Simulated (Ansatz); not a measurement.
Reaction (isomerisation): `CC1=N[SiH2]1` → `C#CN[SiH3]`

Computed with Ansatz on PBE0-D4/def2-TZVP structures; ΔE is electronic, products minus reactants. CCSD(T)/CBS is the MP2 limit (def2-TZVPP, def2-QZVPP) plus CCSD(T) − MP2 in def2-TZVPP, frozen cores. Functionals use def2-TZVPP.

Is it downhill or uphill in electronic energy at CCSD(T)/CBS, and by how much? (Estimate.)

The calculation gave: Uphill: ΔE = +26.6 kJ/mol.

What do these levels give: BLYP-D4, r2SCAN-D4, CAM-B3LYP-D4, r2SCAN0, HF/def2-SVP, MP2/def2-SVP? (Estimate.)

Ansatz gave: BLYP-D4 23.8, r2SCAN-D4 41.0, CAM-B3LYP-D4 17.6, r2SCAN0 36.0, HF/def2-SVP -9.6, MP2/def2-SVP 28.0 kJ/mol.

Largest T1 diagnostic among the species: 0.015.

In def2-TZVPP, CCSD(T) changes the Hartree–Fock value by +33.8 kJ/mol (the triples alone add +6.7 kJ/mol) and MP2 by +30.3 kJ/mol. At CCSD(T), def2-SVP lies +5.5 kJ/mol from the extrapolated value and def2-TZVPP +2.4 kJ/mol. Leaving LDA and LC-ωPBE aside and taking each functional with its dispersion term where it has one, the values, not all of them listed here, spread over 35.1 kJ/mol, from BHLYP-D4 to revPBE-D4.
